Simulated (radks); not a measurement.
Question: Dipole-allowed excitations along the series with 4 electrons in [He] 2s2. Method: scalar-relativistic Kohn-Sham, PBE, spin-polarised, spherical densities, finite nucleus; Fermi nuclear charge, rms radius of each element as measured or else 0.836 A^(1/3) + 0.57 fm; computed with a radial shooting solver on a logarithmic mesh with Libxc functionals. Time-dependent linear response with the Hartree and adiabatic LDA kernel, continuum included through the Sternheimer equations, no spin-orbit coupling, so fine structure and intercombination lines are absent. Lines are the poles of the dipole polarisability below minus the highest occupied eigenvalue, found on a grid refined at the orbital gaps; the lowest seven at most are given, and weak or close lines can be missed. The first line takes the name of the lowest orbital gap if no other gap lies below it; otherwise a line is named after a gap within 0.6 % of it, if that gap stands alone.

species  -e(HOMO) (eV)  lowest orbital gap (eV)  first line (eV)      f  strongest line (eV)  its f  static alpha (bohr^3)
P11+            537.04             2s-2p 31.037   42.036 (2s-2p)  0.240       327.53 (2s-3p)  0.617                 0.1071
S12+            626.67             2s-2p 33.756   45.590 (2s-2p)  0.225       379.83 (2s-3p)  0.632                0.08505
Cl13+           723.25             2s-2p 36.559   49.234 (2s-2p)  0.212       436.02 (2s-3p)  0.645                0.06857
K15+            937.33             2s-2p 42.471   56.846 (2s-2p)  0.192       560.21 (2s-3p)  0.666                0.04624
Ca16+           1054.9             2s-2p 45.607   60.846 (2s-2p)  0.183       628.24 (2s-3p)  0.675                0.03856

Estimate the first line of Ar14+, its oscillator strength and the static polarisability.

Answer: 52.983 eV (2s-2p), f = 0.201, alpha = 0.05599 bohr^3.
